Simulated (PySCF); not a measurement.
CH5O, SMILES [OH2+]C, charge +1. Geometry: PBE-D3(BJ)/def2-TZVP. The isomer is the one that the SMILES or the coordinates give; other isomers of the formula were not compared.

Computed equilibrium geometry at PBE-D3(BJ)/def2-TZVP (PySCF confirms it by a frequency run) as bond lengths and angles, and its point group:
point group Cs.
Atoms: C1 O2 H3 H4 H5 H6 H7. Bond lengths (Å): C1–O2 1.521, C1–H3 1.093, C1–H4 1.093, C1–H5 1.094, O2–H6 0.985, O2–H7 0.985. Bond angles (°): O2–C1–H3 104.5, O2–C1–H4 104.5, O2–C1–H5 108.6, H3–C1–H4 111.7, H3–C1–H5 113.4, H4–C1–H5 113.4, C1–O2–H6 113.3, C1–O2–H7 113.3, H6–O2–H7 109.5.
Charge +1, spin multiplicity 1.
